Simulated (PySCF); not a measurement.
Geometries of 2 isomers of C3H3BF2, from PBE0-D3(BJ)/def2-SVP geometry optimisation, gas phase (PySCF 2.14.0). One conformer each, no zero-point energy, no frequencies.

Question: Which is lower in electronic energy at this level?
A.
```xyz
9
angstrom
C     -1.559    0.153    0.119
C     -0.111    0.121    0.141
C      1.106    0.092    0.158
B      2.623    0.054    0.157
F      3.279   -0.953   -0.387
F      3.345    1.023    0.688
H     -1.974   -0.757    0.580
H     -1.948    1.026    0.664
H     -1.928    0.201   -0.917
```
B.
```xyz
9
angstrom
F      2.343   -1.231   -0.241
B      1.432   -0.355    0.148
F      1.864    0.657    0.885
C     -0.059   -0.504   -0.237
C     -0.926    0.742   -0.391
C     -1.138    0.062    0.680
H     -0.317   -1.384   -0.849
H     -1.126    1.581   -1.051
H     -1.664   -0.121    1.612
```

Answer: A. That is `CC#CB(F)F`, 24.7 kcal/mol below the other.

| SMILES | atoms numbered as above | E (Eh) | relative (kcal/mol) | relative (kJ/mol) | dipole (D) |
| --- | --- | --- | --- | --- | --- |
| CC#CB(F)F | [CH3:1][C:2]#[C:3][B:4]([F:5])[F:6] | -340.11848 | 0.0 | 0.0 | 3.15 |
| FB(F)C1C=C1 | [F:1][B:2]([F:3])[CH:4]1[CH:5]=[CH:6]1 | -340.07919 | 24.7 | 103.2 | 2.23 |

As drawn, the lower has a C≡C bond, which the higher lacks; the higher has a three-membered ring and a C=C bond outside aromatic rings, which the lower lacks.
